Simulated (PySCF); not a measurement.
Cl2Y, charge +1, singlet, geometry from GFN2-xTB (such geometries of metal compounds can be far from the true shape) (the multiplicity is a formal guess) (all electrons, no relativity). Base run: PySCF with CAMB3LYP/3-21G.

Geometry (Å):
```xyz
3

Y      0.5759    -0.0373     0.5624
Cl     0.5548     0.3534    -1.8691
Cl    -1.8760    -0.2679     0.5789
```
Charge +1, spin multiplicity 1.
All else is at PySCF's defaults.
Base energy -4233.70215 Eh.

The base run was repeated with changes; each row names its change, and settings that it needs were set with it.

```
change                               ΔE vs base (mEh)  grid points  electrons on the grid
-----------------------------------  ----------------  -----------  ---------------------
base                                            0.000        59640               72.00000
grids.level = 0                                60.666         6056               71.99452
grids.radi_method = gauss_chebyshev             0.000        57024               72.00000
grids.radi_method = delley                      0.002        57872               72.00000
grids.prune = off                               0.000       110672               71.99999
grids.level = 1                                 0.026        20640               71.99996
small_rho_cutoff = 0                            0.000        59640               72.00000
grids.atom_grid = (150, 974)                   -0.001       218736               72.00000
grids.level = 7                                -0.001       261512               72.00000
grids.level = 5                                -0.001       132920               72.00000
grids.atom_grid = (75, 302)                    -0.010        40592               72.00002
```
